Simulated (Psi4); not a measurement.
FIn, charge +1, doublet, at a GFN2-xTB geometry (such geometries of metal compounds can be far from the true shape) (a state made from the parent by changing its charge; the spin is typed, not shown lowest) (core potentials on In); B3LYP/def2-SVP (Psi4).

Psi4 was given this input:
```
memory 2 GB

molecule {
1 2
  In   -0.00000000   -0.00000000   -0.35495561
  F     0.00000000    0.00000000    1.93253608
}

set basis def2-svp
set reference uks

energy('b3lyp')
print_variables()
```

It wrote (shortened):

```
   => Loading Basis Set <=

    Name: DEF2-SVP
    Role: ORBITAL
    Keyword: BASIS

    !!!  WARNING: ECP capability is in beta. Please check occupations closely.  !!!

         ---------------------------------------------------------
                                   SCF
               by Justin Turney, Rob Parrish, Andy Simmonett
                          and Daniel G. A. Smith
                              UKS Reference
         ---------------------------------------------------------

  ==> Geometry <==

    Molecular point group: c2v
    Full point group: C_inf_v

    Geometry (in Angstrom), charge = 1, multiplicity = 2:

       Center              X                  Y                   Z               Mass
    ------------   -----------------  -----------------  -----------------  -----------------
         IN           0.000000000000     0.000000000000    -0.324555255734   114.903878776000
         F            0.000000000000     0.000000000000     1.962936434266    18.998403162730

  Running in c2v symmetry.

  Rotational constants: A = ************  B =      0.19761  C =      0.19761 [cm^-1]
  Rotational constants: A = ************  B =   5924.26312  C =   5924.26312 [MHz]
  Nuclear repulsion =   43.722341486027432

  Charge       = 1
  Multiplicity = 2
  Electrons    = 29
  Nalpha       = 15
  Nbeta        = 14

  ==> Algorithm <==

  SCF Algorithm Type is DF.
  DIIS enabled.
  MOM disabled.
  Fractional occupation disabled.
  Guess Type is SAD.
  Energy threshold   = 1.00e-06
  Density threshold  = 1.00e-06
  Integral threshold = 1.00e-12

  ==> Primary Basis <==

  Basis Set: DEF2-SVP
    Blend: DEF2-SVP
    Number of shells: 16
    Number of basis functions: 40
    Number of Cartesian functions: 43
    Spherical Harmonics?: true
    Max angular momentum: 2

  Core potential: DEF2-SVP
    Number of shells: 4
    Number of ECP primitives: 18
    Number of ECP core electrons: 28
    Max angular momentum: 3

  ==> DFT Potential <==

   => LibXC <=

    Version 7.1.2
    S. Lehtola, C. Steigemann, M. J. T. Oliveira, and M. A. L. Marques,  SoftwareX 7, 1–5 (2018) (10.1016/j.softx.2017.11.002)

   => Composite Functional: B3LYP <=

    B3LYP Hyb-GGA Exchange-Correlation Functional

    P. J. Stephens, F. J. Devlin, C. F. Chabalowski, and M. J. Frisch,  J. Phys. Chem. 98, 11623 (1994) (10.1021/j100096a001)

    Deriv               =              1
    GGA                 =           TRUE
    Meta                =          FALSE

    Exchange Hybrid     =           TRUE
    MP2 Hybrid          =          FALSE

   => Exchange Functionals <=

    0.0800   Slater exchange
    0.7200         Becke 88

   => Exact (HF) Exchange <=

    0.2000               HF

   => Correlation Functionals <=

    0.1900   Vosko, Wilk & Nusair (VWN5_RPA)
    0.8100   Lee, Yang & Parr

   => LibXC Density Thresholds  <==

    XC_HYB_GGA_XC_B3LYP:  1.00E-15

   => Molecular Quadrature <=

    Radial Scheme          =       TREUTLER
    Pruning Scheme         =           NONE
    Nuclear Scheme         =       TREUTLER

    Blocking Scheme        =         OCTREE
    BS radius alpha        =              1
    Pruning alpha          =              1
    Radial Points          =             75
    Spherical Points       =            302
    Total Points           =          42936
    Total Blocks           =            405
    Max Points             =            256
    Max Functions          =             40
    Weights Tolerance      =       1.00E-15

   => Loading Basis Set <=

    Name: (DEF2-SVP AUX)
    Role: JKFIT
    Keyword: DF_BASIS_SCF

  ==> Integral Setup <==

  SCF_SUBTYPE=INCORE selected. In-core MEM_DF algorithm will be used.
  Using in-core AOs.

  ==> MemDFJK: Density-Fitted J/K Matrices <==

    J tasked:                   Yes
    K tasked:                   Yes
    wK tasked:                   No
    Algorithm:                 Core
    Schwarz Cutoff:           1E-12
    Mask sparsity (%):       0.3750
    Fitting Condition:        1E-10

   => Auxiliary Basis Set <=

  Basis Set: (DEF2-SVP AUX)
    Blend: DEF2-UNIVERSAL-JKFIT
    Number of shells: 71
    Number of basis functions: 295
    Number of Cartesian functions: 402
    Spherical Harmonics?: true
    Max angular momentum: 5

  Minimum eigenvalue in the overlap matrix is 3.6350386246E-02.
  Reciprocal condition number of the overlap matrix is 1.2521535741E-02.
    Using symmetric orthogonalization.

  ==> Pre-Iterations <==

  SCF Guess: Superposition of Atomic Densities via on-the-fly atomic UHF (no occupation information).

   -------------------------
    Irrep   Nso     Nmo
   -------------------------
     A1        19      19
     A2         3       3
     B1         9       9
     B2         9       9
   -------------------------
    Total      40      40
   -------------------------

  ==> Iterations <==

                           Total Energy        Delta E     RMS |[F,P]|

   @DF-UKS iter SAD:  -288.71786438121876   -2.88718e+02   0.00000e+00
   @DF-UKS iter   1:  -289.45650405682585   -7.38640e-01   2.38362e-02 DIIS/ADIIS
    Occupation by irrep:
             A1    A2    B1    B2
    DOCC [     8,    1,    3,    2 ]
    SOCC [     0,    0,    0,    1 ]
    NA   [     8,    1,    3,    3 ]
    NB   [     8,    1,    3,    2 ]

   @DF-UKS iter   2:  -280.57266548568418    8.88384e+00   1.23822e-01 ADIIS
   @DF-UKS iter   3:  -288.63060528826963   -8.05794e+00   6.49605e-02 DIIS/ADIIS
    Occupation by irrep:
             A1    A2    B1    B2
    DOCC [     7,    1,    3,    3 ]
    SOCC [     1,    0,    0,    0 ]
    NA   [     8,    1,    3,    3 ]
    NB   [     7,    1,    3,    3 ]

   @DF-UKS iter   4:  -289.45924621530372   -8.28641e-01   2.45062e-02 DIIS/ADIIS
   @DF-UKS iter   5:  -289.55800911675215   -9.87629e-02   1.39913e-02 DIIS/ADIIS
   @DF-UKS iter   6:  -289.59406425544830   -3.60551e-02   1.01079e-02 DIIS/ADIIS
   @DF-UKS iter   7:  -289.62890683808229   -3.48426e-02   4.25932e-03 DIIS/ADIIS
   @DF-UKS iter   8:  -289.63753791875342   -8.63108e-03   1.46304e-03 DIIS/ADIIS
   @DF-UKS iter   9:  -289.63765770632995   -1.19788e-04   1.22993e-03 DIIS/ADIIS
   @DF-UKS iter  10:  -289.63783871200815   -1.81006e-04   9.00993e-04 DIIS/ADIIS
   @DF-UKS iter  11:  -289.63803155382186   -1.92842e-04   6.35388e-05 DIIS
   @DF-UKS iter  12:  -289.63803273464396   -1.18082e-06   2.87152e-05 DIIS
   @DF-UKS iter  13:  -289.63803307598221   -3.41338e-07   6.23167e-06 DIIS
   @DF-UKS iter  14:  -289.63803308683248   -1.08503e-08   1.44369e-06 DIIS
   @DF-UKS iter  15:  -289.63803308745366   -6.21185e-10   4.53338e-08 DIIS
  Energy and wave function converged.

  ==> Post-Iterations <==

   Electrons on quadrature grid:
      Nalpha   =   15.0000254557 ; deviation = 2.546e-05
      Nbeta    =   14.0000242242 ; deviation = 2.422e-05
      Ntotal   =   29.0000496800 ; deviation = 4.968e-05

   @Spin Contamination Metric:   1.201191276E-02
   @S^2 Expected:                7.500000000E-01
   @S^2 Observed:                7.620119128E-01
   @S   Expected:                5.000000000E-01
   @S   Observed:                5.000000000E-01

    Orbital Energies [Eh]
    ---------------------

    Alpha Occupied:

[...]
    Alpha Virtual:

[...]
      19A1    60.573743

    Beta Occupied:

[...]
    Beta Virtual:

[...]
    Final Occupation by Irrep:
             A1    A2    B1    B2
    DOCC [     7,    1,    3,    3 ]
    SOCC [     1,    0,    0,    0 ]
    NA   [     8,    1,    3,    3 ]
    NB   [     7,    1,    3,    3 ]

  @DF-UKS Final Energy:  -289.63803308745366

   => Energetics <=

    Nuclear Repulsion Energy =             43.7223414860274318
    One-Electron Energy =                -553.6448391261160396
    Two-Electron Energy =                 242.1244730005957422
    DFT Exchange-Correlation Energy =     -21.8400084479607450
    Empirical Dispersion Energy =           0.0000000000000000
    VV10 Nonlocal Energy =                  0.0000000000000000
    Total Energy =                       -289.6380330874536639

  UHF NO Occupations:
  HONO-2 :    6 A1 1.9998367
  HONO-1 :    7 A1 1.9943767
  HONO-0 :    8 A1 1.0000000
  LUNO+0 :    9 A1 0.0056233
  LUNO+1 :   10 A1 0.0001633
  LUNO+2 :    4 B1 0.0000992
  LUNO+3 :    4 B2 0.0000992

Computation Completed

Properties will be evaluated at   0.000000,   0.000000,   0.000000 [a0]

Properties computed using the SCF density matrix

 Multipole Moments:

 ------------------------------------------------------------------------------------
     Multipole            Electronic (a.u.)      Nuclear  (a.u.)        Total (a.u.)
 ------------------------------------------------------------------------------------

 L = 1.  Multiply by 2.5417464519 to convert [e a0] to [Debye]
 Dipole X            :          0.0000000            0.0000000            0.0000000
 Dipole Y            :          0.0000000            0.0000000            0.0000000
 Dipole Z            :        -21.7500178           20.5049789           -1.2450389
 Magnitude           :                                                    1.2450389

 ------------------------------------------------------------------------------------

  Variable Map:
  ----------------------------------------------------------------------------
[...]
  Array Variable Map:
  ----------------------------------------------------------------------------
[...]
[...]
```
